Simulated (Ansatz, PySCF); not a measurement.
Species: PH (charge 0, triplet). 
Coordinates optimised at B3LYP-D3(BJ)/def2-TZVP (Ansatz, an electronic-structure program):
```xyz
2

P      0.0000     0.0000    -0.0893
H      0.0000     0.0000     1.3392
```
Charge 0, spin multiplicity 3.

Total electronic energies in hartree. Cores are frozen in the correlated levels unless marked. UHF or UKS for open shells. No spin-orbit coupling. Non-relativistic unless marked X2C. CBS marks a two-point X^-3 extrapolation of the correlation energy; Hartree-Fock from the larger set (for Q and 5 zeta extrapolated as (X+1)exp(-9√X)).

```json
[
 {"level": "HF/def2-SVP", "program": "Ansatz", "energy (Eh)": "-341.17604"},
 {"level": "TPSS/def2-TZVPD", "program": "PySCF", "energy (Eh)": "___"},
 {"level": "M06-L-D4/def2-TZVPD", "program": "PySCF + dftd4", "energy (Eh)": "-341.87644"},
 {"level": "PBE0/STO-3G", "program": "Ansatz", "energy (Eh)": "-337.86013"},
 {"level": "MP2/STO-3G", "program": "Ansatz", "energy (Eh)": "-337.45476"},
 {"level": "MP2/def2-SVP", "program": "Ansatz", "energy (Eh)": "-341.25630"},
 {"level": "MP2/cc-pwCVTZ", "program": "Ansatz", "energy (Eh)": "-341.40652"},
 {"level": "RI-MP2/aug-cc-pV(Q+d)Z", "program": "Ansatz", "energy (Eh)": "-341.41678"},
 {"level": "SCS-MP2/def2-QZVPPD", "program": "Ansatz", "energy (Eh)": "-341.41969"},
 {"level": "CCSD/STO-3G", "program": "Ansatz", "energy (Eh)": "-337.46298"},
 {"level": "CCSD/CBS(aug-cc-pV(T+d)Z,aug-cc-pV(Q+d)Z)", "program": "Ansatz", "energy (Eh)": "-341.4426"},
 {"level": "CCSD/CBS(def2-TZVPPD,def2-QZVPPD)", "program": "Ansatz", "energy (Eh)": "-341.4436"},
 {"level": "X2C-CCSD(T)/cc-pVTZ-DK", "program": "Ansatz", "energy (Eh)": "-342.24748"},
 {"level": "CCSDT(Q)/cc-pV(D+d)Z", "program": "Ansatz", "energy (Eh)": "-341.39700"},
 {"level": "CCSD(T)/CBS(cc-pV(Q+d)Z,cc-pV(5+d)Z)", "program": "Ansatz", "energy (Eh)": "-341.4489"}
]
```

### Question
Fill in the missing entries.

### Answer

- TPSS/def2-TZVPD, energy (Eh): -341.90969
